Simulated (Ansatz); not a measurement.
Consider the atomization: `[CH3][InH][SeH]` → C• + 5 H• + In• + Se•.

Isolated molecules relaxed with PBE0-D4/def2-TZVP in Ansatz; ΔE leaves out vibrations. CCSD(T)/CBS is the MP2 limit (def2-TZVPP, def2-QZVPP) plus CCSD(T) − MP2 in def2-TZVPP, frozen cores. This one scheme is used for every species, atoms too. For atomizations the MP2-based limit and the directly extrapolated one differ by several kJ/mol either way, and by 10 to 25 for some Ge, Se and Sn compounds, so smaller differences from it don't rank the levels. Functionals use def2-TZVPP. B3LYP here is the variant with VWN-RPA as its local correlation; programs differ in this. HSE06 is defined as in plane-wave codes. No spin–orbit coupling; open shells (•) take unrestricted orbitals. Spin–orbit coupling would lower the free atoms: a little for C; clearly for Se; strongly for In. Elements past krypton have def2 core potentials. For In, Se outer-core shells are correlated without core-valence functions, so the limit isn't a true one: a few kJ/mol of doubt a bond, and 10 to 20 or more in all where bonds break to atoms. Scalar relativity is left out up to krypton. One conformer a species, not always the lowest.

`[CH3][InH][SeH]`:

Z-matrix (Å, degrees):
```
C
In 1 2.143
H 1 1.091 2 109.5
H 1 1.090 2 111.5 3 -121.3
H 1 1.092 2 109.0 3 118.3
Se 2 2.519 1 116.0 3 -48.9
H 2 1.717 1 130.8 3 131.4
H 6 1.469 2 92.8 1 0.2
```

| level | ΔE (eV) | difference from CCSD(T)/CBS |
| --- | --- | --- |
| PBE-D4 | 24.20 | -0.09 |
| BLYP-D4 | 23.71 | -0.58 |
| B97M-V | 24.17 | -0.12 |
| B3LYP-D4 | 23.94 | -0.35 |
| HSE06-D4 | 24.01 | -0.28 |
| BHLYP-D4 | 23.53 | -0.76 |
| ωB97X-V | 24.24 | -0.05 |
| B2PLYP | 23.70 | -0.59 |
| PBE-QIDH | 23.94 | -0.35 |
| r2SCAN | 24.15 | -0.14 |
| PBE0 | 23.88 | -0.41 |
| BHLYP | 23.30 | -0.99 |
| LC-ωPBE | 23.90 | -0.39 |
| CCSD(T)/def2-SVP | 22.71 | -1.58 |
| HF/def2-TZVPP | 17.59 | -6.70 |
| HF/def2-QZVPP | 17.60 | -6.69 |
| CCSD(T)/CBS | 24.29 | 0 |

Largest T1 diagnostic among the species: 0.015.

The D4 term adds +0.24 eV with B3LYP and +0.13 eV with PBE0; it sums over pairs of atoms, weighted by their polarisabilities, and B3LYP, whose exchange is more repulsive, gets the larger term. Leaving LDA and LC-ωPBE aside and taking each functional with its dispersion term where it has one, the values spread over 0.72 eV, from BHLYP-D4 to ωB97X-V. LDA lies +3.29 eV from PBE without D4, its usual overbinding.
